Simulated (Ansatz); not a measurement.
Diatomic MgAl, multiplicity 4 (an upper state: multiplicity 2 came lower at CCSD(T)/def2-TZVPP on PBE0 minima).

Constants: fifth-degree fit in 1/R to seven points, most abundant isotopes. In def2 and cc sets the state is the lowest found near the PBE0 minimum, followed along R.

Correlated levels freeze the inner cores; with def2 sets outer-core shells near the valence are correlated too.

Codes used: Ansatz (Gaussian orbitals). Values without a source in brackets are computed.

**Question.** What bond length and harmonic frequency does PBE0/def2-TZVPP give, and what D_e (from each atom's lowest state at the same level)?

**Answer.** r_e = 2.503 Å, ω_e = 351 cm⁻¹, D_e = -0.75 eV.

**Question.** What bond length and harmonic frequency does CCSD/def2-TZVPP give, and what D_e (from each atom's lowest state at the same level)?

**Answer.** r_e = 2.520 Å, ω_e = 347 cm⁻¹, D_e = -1.12 eV.

**Question.** What bond length and harmonic frequency does CCSD(T)/def2-TZVPP give, and what D_e (from each atom's lowest state at the same level)?

**Answer.** r_e = 2.522 Å, ω_e = 345 cm⁻¹, D_e = -1.02 eV.

Doubts at one or more of the structures used: T1 above 0.05 (CCSD/def2-TZVPP, CCSD(T)/def2-TZVPP).

Ansatz is an electronic-structure program.
